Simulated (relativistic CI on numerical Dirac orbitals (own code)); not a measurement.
Level scheme of Re

These numbers are calculated, not measured: Dirac-Coulomb-Breit CI, orbitals from a KLI potential per configuration, model QED (radiative potential, 1s self-energy scaled to tabulated hydrogen-like ionisation energies), valence Slater integrals scaled by 0.85, P86 correlation estimate, and configurations built on the next ion tied to the tabulated ionisation energy (semi-empirical) (own radial code, finite nucleus).

Configurations in the expansion (outside the closed core [Xe] 4f14): 5d5 6s2, 5d6 6s, 5d5 6s 6p, 5d6 6p, 5d5 6s 6d, 5d5 6s 7s, 5d5 6s 7p, 5d5 6s 7d, 5d5 6s 8s, 5d5 6s 6f, 5d5 6s 7f, 5d7, 5d5 6p2, 5d4 6s2 6p, 5d6 6d, 5d3 6s2 6p2, 5d4 6s2 5f, 5d6 5f, 5d4 6s2 5g, 5d6 6f, 5d6 5g, 5d6 7s, 5d6 7p, 5d4 6s2 8s. Levels of other configurations are missing.

The lowest level is 5d5 6s2 6S_5/2, with 86 % of that term; Hund's rules for 5d5 6s2 give 6S with J = 5/2, in agreement.

```tsv
No.	Configuration	Term	J	E (cm⁻¹)	%	Lifetime (s)	jj configuration (%)
1	5d5 6s2	6S	5/2	0.0	86		5d3/2^3 5d5/2^2 (37)
2	5d5 6s2	4P	5/2	12718.2	21	1.77e-01	5d5/2 (60)
3	5d5 6s2	4P	3/2	14784.5	44	1.56e-01	5d3/2^3 5d5/2^2 (64)
4	5d5 6s2	4G	5/2	15653.4	56	3.69e-01	5d3/2^3 5d5/2^2 (51)
5	5d5 6s2	4G	7/2	15784.5	61	1.95e+00	5d3/2^3 5d5/2^2 (72)
6	5d5 6s2	4P	1/2	16190.9	57	4.38e+00	5d3/2^3 5d5/2^2 (40)
7	5d6(5D) 6s	6D	9/2	16437.0	89		5d3/2^3 5d5/2^3 6s (43)
8	5d5 6s2	4G	11/2	16766.6	81		5d3/2^3 5d5/2^2 (51)
9	5d5 6s2	4G	9/2	17032.6	82	1.04e+01	5d3/2^2 5d5/2^3 (48)
10	5d5(6S) 6s<7S> 6p	8P°	5/2	18454.2	92		5d3/2^2 5d5/2^3 6s 6p1/2 (33)
11	5d5 6s2	4D	7/2	18499.0	53	8.68e-01	5d3/2^2 5d5/2^3 (66)
12	5d6(5D) 6s	6D	7/2	18533.8	88		5d3/2^3 5d5/2^3 6s (56)
13	5d6(5D) 6s	6D	5/2	19474.3	74		5d3/2^2 5d5/2^4 6s (34)
14	5d5(6S) 6s<7S> 6p	8P°	7/2	20047.7	88		5d3/2^2 5d5/2^3 6s 6p1/2 (23)
15	5d6(5D) 6s	6D	3/2	20121.6	63		5d3/2^2 5d5/2^4 6s (29)
16	5d5 6s2	4D	1/2	20211.0	58	3.10e-01	5d3/2^2 5d5/2^3 (58)
17	5d5 6s2	4D	5/2	20359.5	33	1.01e-01	5d3/2^3 5d5/2^2 (31)
18	5d6(5D) 6s	6D	1/2	21139.0	74		5d3/2^2 5d5/2^4 6s (38)
19	5d5 6s2	4P	3/2	21321.7	30	3.58e-02	5d3/2^2 5d5/2^3 (36)
20	5d5(6S) 6s<7S> 6p	8P°	9/2	22739.6	94		5d3/2^2 5d5/2^3 6s 6p3/2 (38)
21	5d5 6s2	2F	7/2	22964.7	40	1.77e-01	5d3/2^3 5d5/2^2 (55)
22	5d5 6s2	2D	3/2	23507.0	46	8.61e-02	5d3/2^2 5d5/2^3 (55)
23	5d5 6s2	4F	9/2	24142.7	29		5d3/2^3 5d5/2^2 (33)
24	5d5 6s2	2D	5/2	24183.9	27	2.15e-02	5d3/2 5d5/2^4 (31)
25	5d5 6s2	2I	11/2	24335.9	72	4.68e-01	5d3/2^2 5d5/2^3 (57)
26	5d5 6s2	4F	5/2	25621.4	30	8.50e-02	5d3/2^2 5d5/2^3 (43)
27	5d5 6s2	2I	13/2	26498.3	95	3.48e+00	5d3/2^2 5d5/2^3 (95)
28	5d5 6s2	4F	3/2	27688.9	42	3.24e-01	5d3/2 5d5/2^4 (29)
29	5d5 6s2	2F	7/2	28192.0	16		5d3/2 5d5/2^4 (27)
30	5d5 6s2	2H	9/2	28210.0	34		5d3/2^2 5d5/2^3 (59)
```

Energies count from the lowest computed level; ° marks odd parity; lifetimes are radiative, by E1, M1, E2 decay to levels of this space only; some are left blank where a channel outside the calculation adds to the decay or the decay crosses a small, uncertain gap. Percentages are summed over parent terms; the parents shown are those of the largest component, closed shells are left out there, and <> holds an intermediate term. Filled j subshells are mostly left out of the jj labels.

The mean weight of the leading LS term, summed over parents, in these 30 levels is 58 %, and that of the leading jj configuration (from the same eigenvectors) 46 %, so LS coupling describes them better.

Configurations that consist of the next ion and one excited electron were tied to the tabulated ionisation energy; Rydberg ones are usually within 1,000 to 3,000 cm⁻¹ and the lowest ones within about 6,000 (9,000 in d shells), while levels on excited terms of the next ion carry the error of that term, and the other configurations can be misplaced by 10,000 cm⁻¹ or more. Rates follow the energies as ν³ (E1, M1) or ν⁵ (E2), so rates, branching and lifetimes can be off by large factors. The fine structure of a lone outer electron comes out too small, for d and f at times inverted, and misplaced configurations move strength between like terms. 12 of the 18 excited levels that our extract of the measured tables holds in this range could be paired (the sources list more); they are missed by 2041 cm⁻¹ on average and 4682 at most, and levels without a partner can miss by more. Some levels of the ground configuration have no partner and can miss by 10 % or more.

LS names give the leading component of a level, which can be under half, so a name can repeat, a term be missing and a line seem to break the LS rules.
